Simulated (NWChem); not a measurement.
System: BeHOCl; SMILES [OH][Be][Cl]

```xyz
4

Be     0.0037     0.5854     0.0000
Cl     0.0073    -1.2321     0.0000
O      0.0605     1.9936     0.0000
H     -0.6233     2.6547     0.0000
```
Atoms are numbered in this order, from 1.

All runs: NWChem. Pople sets run with spherical d functions. Structure relaxed at the PBE0-D3(BJ)/def2-TZVP level. Ions are spin-unrestricted doublets at the neutral geometry; other ion states weren't tried. Functional: LC-ωPBE (HJS hole) with 6-31G*; rows give the range parameter ω in 1/bohr.

For range parameter (1/bohr) 0.40:

| Property | Result |
|---|---|
| −ε(HOMO) (eV) | 11.87 |

Problem. How do the values read with range parameter (1/bohr) 0.35 instead?

Solution. 
* **−ε(HOMO) (eV)**: 11.53
